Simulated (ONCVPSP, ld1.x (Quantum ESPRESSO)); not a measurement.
## Potentials for phosphorus compared

Generated with ld1.x 7.5 (TM, RRKJ, ultrasoft, PAW), atompaw 4.2 or ONCVPSP 4.0.1. The cutoff is in Ry: for ld1.x and atompaw files where the sum of valence levels is converged to 10 mRy in a Bessel basis, for ONCV files where the hardest occupied wave has 1 mHa per electron of residual kinetic energy. The error is the largest all-electron minus pseudo excitation energy over each file’s own four to seven test configurations (ionisations up to +4, promotions, holes and added fractions of an electron), all of which were solved. The labels leave out finer settings (local radius, basis sizes, second energies), which also bear on the numbers. Spin-polarised tests are not counted. The rows are a selection from randomly drawn settings: files with unsolved tests, undetermined cutoffs or missed reference levels are left out.

| potential | cutoff (Ry) | largest error (meV) | bound ghosts |
| --- | --- | --- | --- |
| ONCV, PBE, scalar-relativistic, rc 1.65/1.52/1.45 (spd), local smoothed, core correction no, reference 3s2 3p1, qcut 5.1/5.6/6.9, projectors 2/2/2 | 21 | +8.7 | none |
| PAW, LDA (PZ), scalar-relativistic, rc 0.75/0.90/0.85 (spd), local smoothed, core correction yes, reference 2s2 2p6 3s2 3p1 | 160 | -1.8 | none |
| ONCV, PBE, scalar-relativistic, rc 0.95/0.90/0.95 (spd), local smoothed, core correction yes, reference 2s2 2p6 3s2 3p1, qcut 13.1/15.1/9.9, projectors 3/2/1 | 191 | +3.3 | none |
| TM semilocal, PBEsol, scalar-relativistic, rc 1.30/2.00/1.60 (spd), local s, core correction yes, reference 3s2 3p2.5 | 40 | +137 | none |

Fill in the row for P: TM, PBE, scalar-relativistic, rc 1.10/1.50 (sp), local s, core correction yes, reference 3s2 3p2.5.

cutoff 70 Ry, largest error +81 meV, bound ghosts: none.

Fill in the row for P: ONCV, LDA (Perdew-Wang 92), fully relativistic, rc 0.85/0.80/0.85 (spd), local smoothed, core correction no, reference 2s2 2p6 3s2 3p3, qcut 14.9/13.3/12.8, projectors 2/2/2.

cutoff 380 Ry, largest error +17 meV, bound ghosts: none.
